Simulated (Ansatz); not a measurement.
Consider the ligand exchange at a Ta–Cl bond: `[OH][Ta]([OH])([OH])([OH])[Cl]` + dimethylamine → `C[N](C)[Ta]([OH])([OH])([OH])[OH]` + HCl.

Program: Ansatz. Geometries: PBE0-D4/def2-TZVP. ΔE: electronic, gas phase. CCSD(T)/CBS adds triple-zeta CCSD(T) − MP2 to the extrapolated MP2 energy (def2 sets, frozen cores). This one scheme is used for every species. Functionals use def2-TZVPP. B3LYP here is the variant with VWN-RPA as its local correlation; programs differ in this. def2 core potentials past Kr. For Ta outer-core shells are correlated without core-valence functions, which leaves a few kJ/mol of doubt a bond. One conformer a species, not always the lowest.

```csv
level,ΔE (kJ/mol),difference from CCSD(T)/CBS
LDA (SPW92),76.9,2.6
PBE-D4,80.0,5.7
B3LYP-D4,80.6,6.3
BHLYP-D4,87.0,12.7
PBE,86.0,11.7
r2SCANh,87.9,13.6
CAM-B3LYP,88.8,14.5
RPA@PBE/def2-TZVPP,58.9,-15.4
HF/def2-SVP,101.5,27.2
MP2/def2-QZVPP,72.4,-1.9
CCSD(T)/CBS,74.3,0
```

Largest T1 diagnostic among the species: 0.018.

From r2SCAN to r2SCAN0 (25 % exact exchange), in def2-TZVPP and without D4, ΔE moves by +4.0 kJ/mol. At CCSD(T), def2-SVP lies −14.2 kJ/mol from the extrapolated value and def2-TZVPP −7.5 kJ/mol. The D4 term adds −8.9 kJ/mol with B3LYP and −5.7 kJ/mol with PBE0; it sums over pairs of atoms, weighted by their polarisabilities, and B3LYP, whose exchange is more repulsive, gets the larger term.

CCSD(T)/CBS has its own doubt, a few kJ/mol and more with outer-core shells, so smaller differences from it don't rank the levels.
